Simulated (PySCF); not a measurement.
Cl₂H₄Si₂.
Numbering: `[SiH3:1][SiH:2]([Cl:3])[Cl:4]` (hydrogens: H5, H6, H7 on Si1; H8 on Si2)

Method: PySCF 2.14.0, PBE0-D3(BJ)/def2-SVP geometry optimisation, gas phase; density fitting, grid level 1; the optimiser is geomeTRIC in internal coordinates, started from a GFN2-xTB structure with every atom displaced at random (about 0.01 Å).

Step 0: E = -40840.5449 eV
```
atom  x, y, z in Å  |  force x, y, z in eV/Å
Si1    -0.6458   -0.0171    0.5419   -0.506   0.845  -0.411
Si2     1.6077    0.3547    0.7892    0.419   0.336   0.244
Cl3     2.6724   -1.0021   -0.2740    0.322  -0.766  -0.555
Cl4     2.1895    2.1990    0.1154   -0.151   0.501  -0.186
H5     -1.1158    0.0981   -0.8648    0.211   0.019  -0.188
H6     -1.0341   -1.3165    1.0255   -0.119  -1.035   0.414
H7     -1.4069    0.9972    1.3118   -0.015   0.197   0.199
H8      2.1618    0.2899    2.1472   -0.161  -0.096   0.484
```

Step 1: E = -40840.6685 eV
```
atom  x, y, z in Å  |  force x, y, z in eV/Å
Si1    -0.6627    0.0130    0.5500    0.213  -0.118   0.067
Si2     1.6470    0.3493    0.7956   -0.210  -0.182  -0.205
Cl3     2.6479   -1.0798   -0.3469   -0.120   0.259   0.194
Cl4     2.0565    2.2541    0.0973    0.095  -0.055   0.016
H5     -0.9784    0.1083   -0.9036   -0.054   0.000  -0.014
H6     -1.0077   -1.3459    1.0791   -0.030   0.075  -0.060
H7     -1.3966    1.0580    1.3231   -0.020   0.010  -0.018
H8      2.1229    0.2462    2.1976    0.125   0.011   0.020
```

Problem. Estimate the geometry and energy of step 2. (The exact step hangs on the optimiser's Hessian estimate; all steps are aligned on step 1, rigid shifts and turns removed.)

Solution. E = -40840.6778 eV, largest force 0.116 eV/Å
```
atom  x, y, z in Å  |  force x, y, z in eV/Å
Si1    -0.6636    0.0072    0.5499    0.070  -0.021   0.023
Si2     1.6373    0.3520    0.7984   -0.019  -0.077  -0.056
Cl3     2.6446   -1.0636   -0.3352   -0.056   0.083   0.058
Cl4     2.0789    2.2476    0.0985    0.026  -0.015   0.008
H5     -0.9920    0.1043   -0.9021   -0.010   0.004  -0.001
H6     -1.0201   -1.3474    1.0706   -0.009   0.007  -0.020
H7     -1.4034    1.0511    1.3198   -0.011   0.009  -0.010
H8      2.1472    0.2520    2.1921    0.009   0.011  -0.003
```

The energy changes by -0.0093 eV. The first-order estimate −F·Δx gives -0.0154 eV and the mean of the old and new forces, exact on a quadratic surface, -0.0095 eV. The step makes an angle of 57° with the force vector and moves no atom by more than 0.026 Å.

The cost below is that of the whole optimisation. Hardware: an Intel Xeon Platinum 8259CL at 2.50 GHz with one thread, no GPU, shared host with 96 logical CPUs at a one-minute load of 55. Cost: 24 s wall, 0.39 GiB resident at most.
